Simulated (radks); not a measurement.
Values are calculated unless marked as measured or tabulated.
Question: The mean radii <r> (bohr) of the occupied orbitals of an atom or ion are listed with their occupations. Level of theory: scalar-relativistic Kohn-Sham, PBE, spin-unpolarised, spherical densities, point nucleus (a radial shooting solver on a logarithmic mesh with Libxc functionals).

orbital  occ.      <r>
1s          2  0.02232
2s          2  0.09513
2p          6  0.08391
3s          2   0.2493
3p          6   0.2477
3d         10   0.2256
4s          2   0.5489
4p          6   0.5737
4d         10   0.6017

Name the element and its charge.

Answer: Z = 63, europium, charge +17: Eu17+ in [Kr] 4d10. The 1s radius gives Z: for a bare nucleus <r> = (2 gamma + 1)/(2Z) with gamma = sqrt(1 - (Z/c)^2), 0.02203 bohr for Z = 63, and screening makes it slightly larger (0.02232 here). The occupations add up to 46, and the charge is Z minus that.
